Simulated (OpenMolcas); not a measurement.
Computed levels of 5d2 in ions with 70 electrons, in cm-1 above 3F2.

```json
{
  "Program": "OpenMolcas",
  "Method": "SS-CASPT2, IPEA 0.25 Eh, imaginary shift 0.1 Eh",
  "Basis": "ANO-RCC-VQZP",
  "Scalar Hamiltonian": "DKH2, point nucleus",
  "Spin-orbit coupling": "RASSI with atomic mean-field integrals over the reference wave functions, term energies averaged over their components"
}
```

Active space for each ion: 2 electrons in 10 orbitals (5d 6d); closed shells correlated by CASPT2: 5s 5p.

| Level | Hf2+ | Ta3+ | Re5+ | Os6+ | Ir7+ |
| --- | --- | --- | --- | --- | --- |
| 3F3 | 3280 | 5020 | 8220 | 10130 | 12420 |
| 3F4 | 6350 | 9270 | 14770 | 17870 | 21410 |
| 3P0 | 9680 | 11870 | 15110 | 16610 | 18100 |
| 3P1 | 11360 | 14540 | 19840 | 22630 | 25780 |
| 3P2 | 14650 | 18710 | 28020 | 33020 | 38720 |
| 1G4 | 14700 | 19270 | 27160 | 31580 | 36450 |
| 1S0 | 29330 | 35830 | 51110 | 58230 | 65690 |

Question: Estimate 3F4, 3P0, 3P1 for W4+ from its neighbours Ta3+ and Re5+.

Answer: 3F4 is fine structure, which grows about as the fourth power of a screened charge, so the fourth roots are averaged: ((9270^0.25 + 14770^0.25) / 2)^4 = 11781. The calculation gives 11800, so the estimate is off by -0.2 %; the measured value is 11519 (the list in J. Phys. B 45, 065001 (2012)).
3P0 is another term, which grows about linearly with the charge: (11870 + 15110) / 2 = 13490. The calculation gives 13590, so the estimate is off by -0.7 %; the measured value is 12839 (the list in J. Phys. B 45, 065001 (2012)).
3P1 is another term, which grows about linearly with the charge: (14540 + 19840) / 2 = 17190. The calculation gives 17140, so the estimate is off by +0.3 %; the measured value is 16331 (the list in J. Phys. B 45, 065001 (2012)).

Mixed levels, with the weight of the term that names them: Hf2+ 3P2 (69 %), W4+ 3P2 (69 %), Re5+ 3P2 (64 %), Os6+ 3P2 (60 %), Ir7+ 3P2 (58 %).

CASPT2 does not keep the components of a term degenerate, so their means are used; among the terms shown or strongly mixed into the levels shown the widest spread is 620 cm-1 (5d2 1G, W4+). Active for correlation alone: 6d; no level in the range computed is led by a configuration that fills it, so any true level of that kind is missing. Measured partners are found by configuration, term and J. A level has none where our copy of the source lacks it or the pairing is in doubt (some pairs that miss far off the trend of their configuration count as doubtful), and it then counts in no deviation. Levels of configurations outside the active space are missing.
